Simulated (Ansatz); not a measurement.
Breaking a bond: MgH, doublet.

Calculation: full CI/cc-pVTZ, frozen core run with Ansatz (a first-principles code).

Relative to R = 1.74 Å, what are the energies at R = 1.98, 2.13, 2.40, 6.00 Å?

15.8 kJ/mol at 1.98 Å, 35.2 kJ/mol at 2.13 Å, 73.1 kJ/mol at 2.40 Å, 132.8 kJ/mol at 6.00 Å.
